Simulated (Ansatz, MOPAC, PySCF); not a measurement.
Dimer: H4Sn (SMILES [SnH4]) (first 5 atoms) with CH4 (SMILES C); geometry from B3LYP-D3(BJ)/def2-TZVP, rigid monomers moved along the line of their centres of mass till Sn1···C6 is 4.48 Å.
(charge 0, multiplicity 1):
```csv
atom,x (Å),y (Å),z (Å)
Sn,0.1336,0.1521,-0.0877
H,-1.2914,0.9323,0.4394
H,0.0729,-1.5006,0.3389
H,0.2617,0.2942,-1.7866
H,1.4919,0.8835,0.6450
C,-0.1722,-0.1965,4.3721
H,0.8043,0.2158,4.1216
H,-0.2585,-0.2924,5.4535
H,-0.9530,0.4677,4.0040
H,-0.2819,-1.1775,3.9117
```

Interaction energies are E(AB) − E(A) − E(B) at the monomers' geometry in the complex; basis-set methods are counterpoise corrected. Rows marked so take none.

Correlated levels freeze the cores. Filled d and f shells under p-block atoms count as core. CBS(a, b) extrapolates the correlation energy as X⁻³ and adds the Hartree–Fock energy of set b. Rows in 3-21G, STO-3G carry no dispersion term and start afresh at each structure; the Pople sets are all-electron and without relativity. The state that AM1, PM3, PM6, PM7 reach isn't checked; PM7 holds dispersion and hydrogen-bond terms.

Codes used: Ansatz (a quantum-chemistry and plane-wave program); MOPAC for AM1, PM3, PM6, PM7 (differences of heats of formation); PySCF for 3-21G rows, STO-3G rows, the dispersion terms. Values without a source in brackets are computed. In def2 rows elements past Kr take small-core potentials, without spin–orbit coupling.

Other levels give for the interaction energy: PBE/def2-TZVPPD -12.7; B3LYP/def2-TZVPPD 6.6; B3LYP-D3(BJ)/def2-TZVPPD -29.9; wB97M-V/def2-TZVPPD -25.4; CCSD(T)/CBS(def2-SVPD, def2-TZVPPD) -24.6 meV.

Common cheap choices:

| level | interaction energy (meV) |
|---|---|
| AM1 | 44.3 |
| PM3 | 37.8 |
| PM6 | -3.9 |
| PM7 | -10.5 |
| HF/STO-3G (no counterpoise) | -1.6 |
| HF/3-21G (no counterpoise) | -13.4 |
| B3LYP/3-21G (no counterpoise) | -14.2 |
